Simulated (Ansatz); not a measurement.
Ansatz (a quantum-chemistry and plane-wave program) input (r2SCAN/def2-TZVPD):

Ansatz 0.2 input:
```yaml
crystal:
  periodic: [false, false, false]
  atoms:
    - {symbol: C, position_ang: [-2.16779296, -1.06596044, 0.51225011]}
    - {symbol: Si, position_ang: [-1.79402620, 0.19661212, -0.80619904]}
    - {symbol: C, position_ang: [-2.35254841, 1.90498908, -0.31906182]}
    - {symbol: O, position_ang: [-0.14815121, 0.23940813, -1.07477916]}
    - {symbol: Si, position_ang: [1.27434273, 0.06947284, -0.35386023]}
    - {symbol: Cl, position_ang: [1.64254989, -1.90948204, 0.05381895]}
    - {symbol: Cl, position_ang: [1.28591072, 1.09440295, 1.43207691]}
    - {symbol: H, position_ang: [-1.70252252, -0.78801998, 1.46068448]}
    - {symbol: H, position_ang: [-1.79595598, -2.05254636, 0.23077436]}
    - {symbol: H, position_ang: [-3.24520528, -1.14383550, 0.67635255]}
    - {symbol: H, position_ang: [-2.39732033, -0.20093579, -2.09861023]}
    - {symbol: H, position_ang: [-1.87957023, 2.21289472, 0.61585342]}
    - {symbol: H, position_ang: [-3.43556824, 1.93308075, -0.17716384]}
    - {symbol: H, position_ang: [-2.09446120, 2.63650442, -1.08706237]}
    - {symbol: H, position_ang: [2.34960030, 0.58457583, -1.20112429]}
basis:
  gaussian:
    orbitals: def2-TZVPD
hamiltonian:
  xc: {name: r2SCAN}
output: {forces: true}
```

End of the output:

```
integrals: 0.66 GiB planned
2050 factors; their error is unknown
0.60 GiB of the device are held for the grids
2.74 GiB of device memory are held for the factors and their scratch space
mean field: 2.84 GiB planned
mean field evaluation 1: about -45039.4238 eV, gradient 9.3e1 eV
mean field evaluation 2: about -45010.2999 eV, gradient 1.4e2 eV
mean field evaluation 4: about -45056.2283 eV, gradient 8.9e0 eV
mean field evaluation 8: about -45056.4011 eV, gradient 3.3e-1 eV
mean field evaluation 16: about -45056.3590 eV, gradient 7.4e-4 eV
mean field -45056.35900744 eV, -1655.7906532266 hartree, gradient 2.0e-5 eV, S^2 0.000000; 0 other end points of the search recorded, 0 dependent functions left out
the calculation of the forces begins
reference -45056.35903523 eV, -1655.7906542475 hartree; 45, 45 occupied and 319, 319 virtual orbitals, 2050 factors
Total energy: -45056.35903523 eV, -1655.7906542475 hartree
Atom 0 at    -2.167793    -1.065960     0.512250 Å, force     0.013104     0.082816    -0.102426 eV/Å
Atom 1 at    -1.794026     0.196612    -0.806199 Å, force     0.034743     0.043103     0.163829 eV/Å
Atom 2 at    -2.352548     1.904989    -0.319062 Å, force     0.027868    -0.114927    -0.047957 eV/Å
Atom 3 at    -0.148151     0.239408    -1.074779 Å, force     0.008515     0.002918    -0.014105 eV/Å
Atom 4 at     1.274343     0.069473    -0.353860 Å, force    -0.096192    -0.088744     0.182222 eV/Å
Atom 5 at     1.642550    -1.909482     0.053819 Å, force    -0.005614     0.124014    -0.024018 eV/Å
Atom 6 at     1.285911     1.094403     1.432077 Å, force     0.021600    -0.063432    -0.106641 eV/Å
Atom 7 at    -1.702523    -0.788020     1.460684 Å, force     0.013664     0.009756     0.045917 eV/Å
Atom 8 at    -1.795956    -2.052546     0.230774 Å, force     0.003004    -0.041900    -0.009522 eV/Å
Atom 9 at    -3.245205    -1.143836     0.676353 Å, force    -0.033438    -0.007814     0.011424 eV/Å
Atom 10 at    -2.397320    -0.200936    -2.098610 Å, force    -0.028837    -0.019600    -0.071296 eV/Å
Atom 11 at    -1.879570     2.212895     0.615853 Å, force     0.010006     0.014913     0.037267 eV/Å
Atom 12 at    -3.435568     1.933081    -0.177164 Å, force    -0.030481     0.006800     0.005527 eV/Å
Atom 13 at    -2.094461     2.636504    -1.087062 Å, force     0.003118     0.025979    -0.023369 eV/Å
Atom 14 at     2.349600     0.584576    -1.201124 Å, force     0.058941     0.026117    -0.046855 eV/Å
Dipole moment:    -0.300202     0.124235    -0.049721 e Å
```
